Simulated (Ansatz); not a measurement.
Z-matrix (Å, degrees):
```
C
H 1 1.1052
H 1 1.1052 2 105.86
C 1 1.5291 2 109.29 3 117.59
H 4 1.1052 1 109.29 2 180.00
H 4 1.1052 5 105.86 1 117.59
C 4 1.5298 5 109.42 6 117.82
H 7 1.1041 4 109.61 5 -179.70
H 7 1.1041 8 106.18 4 118.31
C 7 1.5260 8 109.22 9 117.65
H 10 1.1036 7 110.39 8 62.80
H 10 1.1036 11 107.48 7 -120.44
C 1 1.5298 2 109.42 3 -117.82
H 13 1.1041 1 109.61 2 -64.14
H 13 1.1041 14 106.18 1 118.31
C 13 1.5260 14 109.22 15 117.65
H 16 1.1036 13 110.39 14 62.80
H 16 1.1036 17 107.48 13 -120.44
S 10 1.8285 11 108.99 12 -117.99
C 19 1.8181 10 99.25 11 58.51
H 20 1.0993 19 107.21 10 -180.00
H 20 1.1015 21 108.73 19 -120.50
H 20 1.1015 21 108.73 22 -119.00
S 16 1.8285 17 108.99 18 -117.99
C 24 1.8181 16 99.25 17 58.51
H 25 1.0993 24 107.21 16 -180.00
H 25 1.1015 26 108.73 24 120.50
H 25 1.1015 26 108.73 27 119.00
```
Charge 0, multiplicity 1.

Method: frozen-core CCSD(T)/def2-SVP // B3LYP-D3(BJ)/def2-SVP (Ansatz, a program for electronic structure).

```
Property                         Value
----------------------  --------------
HF energy               -1108.00461 Ha
MP2 correlation energy     -1.41324 Ha
```

Task: Estimate the CCSD correlation energy, the (T) correction, the total energy and the T1 diagnostic.

Result: 
```
Item                             Result
-----------------------  --------------
CCSD correlation energy     -1.54565 Ha
(T) correction              -0.04866 Ha
CCSD(T) total energy     -1109.59891 Ha
T1 diagnostic                     0.008
```
